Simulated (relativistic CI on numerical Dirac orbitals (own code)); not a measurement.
## Re6+ (5d) in a crystal field

Calculated by Dirac-Coulomb-Breit CI, KLI orbitals optimised for each configuration, model QED, valence Slater integrals scaled by 0.8, one configuration in a parametric crystal field (own radial code).

Field parameters in Wybourne normalisation: Oh B⁴₀ = 21Dq, B⁴₄ = √(5/14) B⁴₀. The field is a parameter set, without covalency.

S is read from ⟨S²⟩ = S(S + 1).

Levels (cm⁻¹, degeneracy): 0 (4), 6747 (2), 47952 (4).

**Question.** Which field gives this pattern?
A. Oh, 10Dq = 18950 cm⁻¹
B. Oh, 10Dq = 44800 cm⁻¹
C. Oh, 10Dq = 32750 cm⁻¹
D. Oh, 10Dq = 37100 cm⁻¹

**Answer.** B. Oh, 10Dq = 44800 cm⁻¹, ground level with S = 0.50.
